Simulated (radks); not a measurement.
Species: the silicon ion Si8+. Configuration: [He] 2s2 2p2.

Calculated with a radial shooting solver on a logarithmic mesh with Libxc functionals: scalar-relativistic Kohn-Sham, LDA (Slater exchange, Perdew-Wang correlation), spin-unpolarised, spherical densities, finite nucleus; Fermi nuclear charge, rms radius 3.1224 fm.

Energy parts (eV):
total: -6827.097
kinetic: 6846.736
electron-nucleus: -14775.573
Hartree: 1449.853
exchange-correlation: -348.114

Orbitals (lengths in bohr, moments of r in powers of bohr; <r^-3> diverges for s and p1/2; r(90%) holds 90 % of the orbital's charge):
| orbital | occ. | eigenvalue (eV) | <r^-3> | <r> | r(90%) |
|---|---|---|---|---|---|
| 1s | 2 | -2063.636 | - | 0.1112 | 0.199 |
| 2s | 2 | -357.9293 | - | 0.5054 | 0.779 |
| 2p | 2 | -323.3358 | 67.06 | 0.4482 | 0.730 |

The highest occupied level is 2p at -323.34 eV. Summed over all electrons, <r^2> = 1.124 bohr^2, which gives a Langevin (diamagnetic) susceptibility term of -0.89 x 10^-6 cm^3/mol. The density falls to 0.001 e/bohr^3 at r = 1.42 bohr. For comparison, the ionisation energy in NIST's Atomic Spectra Database is 351.3 eV (semi-empirical). In exact Kohn-Sham theory the highest level is minus the ionisation energy, but local and semilocal functionals leave it too shallow, through self-interaction and a potential that decays too fast; potentials with the right tail come closer.

Beside tabulated values, note that spin-unpolarised runs miss the spin-polarisation part of the exchange energy of open shells.
